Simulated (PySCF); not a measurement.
Scan of F₂Ge, singlet: symmetric bend, bond length relaxed. Scanned: F-Ge-F angle. Other coordinates (Ge-F bond length) were minimised at PBE0/def2-TZVP.

- wB97X-V/cc-pVTZ (PySCF)
- RKS-B3LYP/6-31G* = restricted B3LYP/6-31G*, spherical d in PySCF
- CAM-B3LYP/cc-pVTZ (PySCF)
- CCSD(T) on RHF/cc-pVTZ, 11 core orbitals frozen (PySCF)

Energies relative to the lowest point of each profile, in eV:

```
a / °  wB97X-V  RKS-B3LYP/6-31G*  CAM-B3LYP
-----  -------  ----------------  ---------
180      1.921             1.793      1.847
170      1.853             1.727      1.783
160      1.661             1.540      1.600
150      1.373             1.267      1.325
140      1.031             0.947      0.997
130      0.680             0.620      0.659
120      0.365             0.327      0.353
110      0.124             0.108      0.120
100      0.000             0.000      0.000
90       0.044             0.048      0.045
80       0.344             0.332      0.341
```

Predict the corresponding CCSD(T) column.

180: 1.943; 170: 1.878; 160: 1.692; 150: 1.404; 140: 1.056; 130: 0.695; 120: 0.370; 110: 0.124; 100: 0.000; 90: 0.052; 80: 0.369 (eV).
